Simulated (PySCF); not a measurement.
A run that did not reach its result, on `[C@H]1(C)[C@H](C1)[SiH2][GeH3]` (driver script around PySCF, density fitting, GFN2-xTB geometry as the base; each input is a line of settings and coordinates in Å).

Command:
```bash
OMP_NUM_THREADS=1 python probes_run.py task.json out
```
Input:
```
{"job": {"kind": "j", "xc": "PBE0", "basis": "ANO-RCC-VDZP", "scf": {"guess": "1e", "max_cycle": 93}}, "charge": 0, "multiplicity": 1}
C     -1.024331    -0.384613    -1.299287
C     -1.313032    -0.796530     0.120552
C     -1.923099     0.173702     1.077481
C     -0.491934    -0.257041     1.261121
Si     0.929340     0.947973     0.981303
Ge     2.523952     0.060961    -0.482249
H     -1.883893    -0.590800    -1.936004
H     -0.802394     0.679081    -1.355635
H     -0.170197    -0.937306    -1.693707
H     -1.632985    -1.830173     0.205706
H     -2.105825     1.179016     0.728114
H     -2.664091    -0.176809     1.781267
H     -0.329689    -0.956383     2.074895
H      1.536574     1.221023     2.290140
H      0.422762     2.224392     0.458405
H      2.439121     0.518045    -1.911685
H      3.949438     0.367326    -0.121744
H      2.531524    -1.435547    -0.616988
```

Output:
```
final grid: 134264 points
cycle   1  E = -1953.6318026199  dE =  4.226e+02  |g| = 2.183e+01  |ddm| = 6.892e+01
cycle   2  E = -2163.5760291775  dE = -2.099e+02  |g| = 8.571e+00  |ddm| = 1.122e+02
cycle   3  E = -1894.5084599279  dE =  2.691e+02  |g| = 2.487e+01  |ddm| = 1.301e+02
cycle   4  E = -2036.0124141747  dE = -1.415e+02  |g| = 2.104e+01  |ddm| = 3.970e+01
cycle   5  E = -2011.7712308733  dE =  2.424e+01  |g| = 2.196e+01  |ddm| = 1.238e+01
cycle   6  E = -2011.5459366069  dE =  2.253e-01  |g| = 2.197e+01  |ddm| = 4.363e-01
cycle   7  E = -2011.4946641137  dE =  5.127e-02  |g| = 2.197e+01  |ddm| = 9.009e-01
cycle   8  E = -2011.3976587428  dE =  9.701e-02  |g| = 2.198e+01  |ddm| = 5.217e-01
cycle   9  E = -2011.3871984606  dE =  1.046e-02  |g| = 2.198e+01  |ddm| = 7.820e-02
cycle  10  E = -1926.0628259294  dE =  8.532e+01  |g| = 2.335e+01  |ddm| = 1.632e+01
... (73 lines left out)
cycle  84  E = -2017.5919652459  dE =  5.536e+01  |g| = 2.122e+01  |ddm| = 1.227e+02
cycle  85  E = -2017.4462509111  dE =  1.457e-01  |g| = 2.123e+01  |ddm| = 1.134e+00
cycle  86  E = -2017.6007864584  dE = -1.545e-01  |g| = 2.122e+01  |ddm| = 9.218e-01
cycle  87  E = -2017.7009538129  dE = -1.002e-01  |g| = 2.121e+01  |ddm| = 4.292e-01
cycle  88  E = -2017.4853378429  dE =  2.156e-01  |g| = 2.123e+01  |ddm| = 7.277e-01
cycle  89  E = -2017.6177074217  dE = -1.324e-01  |g| = 2.122e+01  |ddm| = 2.228e-01
cycle  90  E = -2017.5708394690  dE =  4.687e-02  |g| = 2.123e+01  |ddm| = 7.494e-02
cycle  91  E = -2017.6664229719  dE = -9.558e-02  |g| = 2.122e+01  |ddm| = 2.220e-01
cycle  92  E = -2072.9592041564  dE = -5.529e+01  |g| = 7.584e+00  |ddm| = 1.227e+02
cycle  93  E = -2018.5563204351  dE =  5.440e+01  |g| = 2.119e+01  |ddm| = 1.225e+02
SCF not converged, last energy = -2018.5563204351
```

Cost: about 7 min of CPU time on one thread; the machine was shared, so the figure is rough.

Task: What went wrong, and what mends it?

Result: The SCF did not converge in 93 cycles: the last printed gradient is 2.1e+01 and the last change of energy +5.4e+01 Eh. Go back to the default start guess; if that fails, try a level shift or a second-order solver. Its energy and orbitals aren't self-consistent and shouldn't be used.

Shape of the structure used: `[CH3:1][C@@H:2]1[CH2:3][C@@H:4]1[SiH2:5][GeH3:6]`: C3–C4–Si5–Ge6 -128°.
